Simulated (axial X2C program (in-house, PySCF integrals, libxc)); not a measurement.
PdBr: the levels of the configuration d9 s0 p(π)0

Calculated with an axial X2C code built on PySCF integrals: two-component X2C with atomic mean-field Coulomb and Gaunt terms, basis Pd dyall-v3z, Br dyall-v3z (cores contracted in-house). Orbitals come from Hartree–Fock averaged over the configuration Pd d9 s0 p(π)0; CI then distributes these electrons over the d, s, p(π) shells of Pd.

R = 2.510 Å (near the minimum of the configuration average).

Active spinors (ω > 0):

| shell | ω | ε (eV) | character |
| --- | --- | --- | --- |
| d | 3/2 | -12.61 | 100% Pd d |
| d | 1/2 | -12.25 | 97% Pd d |
| d | 5/2 | -12.13 | 100% Pd d |
| d | 3/2 | -11.90 | 97% Pd d |
| d | 1/2 | -11.44 | 91% Pd d, 4% Pd s, 3% Br p |
| s | 1/2 | -0.60 | 68% Pd s, 28% Pd p, 3% Br p |
| p(π) | 1/2 | 1.05 | 96% Pd p |
| p(π) | 3/2 | 1.07 | 96% Pd p |

Lowest levels of this model:

```json
{"Ω": "1/2", "energy (cm⁻¹)": "0", "g∥": "1.62", "μ (D)": "-7.06", "configuration": "100% d9"}
{"Ω": "3/2", "energy (cm⁻¹)": "1241", "g∥": "3.74", "μ (D)": "-7.16", "configuration": "100% d9"}
{"Ω": "5/2", "energy (cm⁻¹)": "1991", "g∥": "6.00", "μ (D)": "-7.27", "configuration": "100% d9"}
{"Ω": "1/2", "energy (cm⁻¹)": "3927", "g∥": "0.38", "μ (D)": "-7.10", "configuration": "100% d9"}
{"Ω": "3/2", "energy (cm⁻¹)": "5208", "g∥": "2.26", "μ (D)": "-7.25", "configuration": "100% d9"}
```

g∥ is the magnitude of 2⟨Lz + ge Sz⟩ for the +Ω component. μ is positive if the Br end is positive.

Problem. From Ω and g∥ of the lowest level, whose 2⟨Lz + ge Sz⟩ is positive, find ⟨Sz⟩ and ⟨Lz⟩ (ge = 2.0023).

Solution. Ω = ⟨Lz⟩ + ⟨Sz⟩ = 1/2 and ⟨Lz⟩ + ge⟨Sz⟩ = 0.810, so ⟨Sz⟩ = 0.31 and ⟨Lz⟩ = 0.19.

Occupations of the active spinors in the lowest level by ω, shell by shell in order of energy: -5/2: 1.00; -3/2: 1.00 1.00 0.00; -1/2: 0.97 0.03 0.00 0.00; 1/2: 1.00 1.00 0.00 0.00; 3/2: 1.00 1.00 0.00; 5/2: 1.00. The leading determinant has weight 0.97 among 1593.

This point took 5.7 s on 1 thread of Arm Neoverse N1 (shared host).

There is no dynamic correlation: spin–orbit spacings and, for f shells, spacings inside one term are the most reliable numbers, splittings between terms come out too wide, and energies between configurations are not reliable, so the lowest level need not be the ground state of the molecule. For d shells the ligand-field splittings (σ, π, δ) and their order can be off by a thousand cm⁻¹ or more. At most 4 roots were kept for each Ω > 0 (twice that for Ω = 0) within 3.2 eV of the lowest, so higher up levels can be missing between those listed; levels with Ω > 0 are doubly degenerate and listed once, Ω = 0 levels singly. States that fill the shells left empty in the average are placed too high.
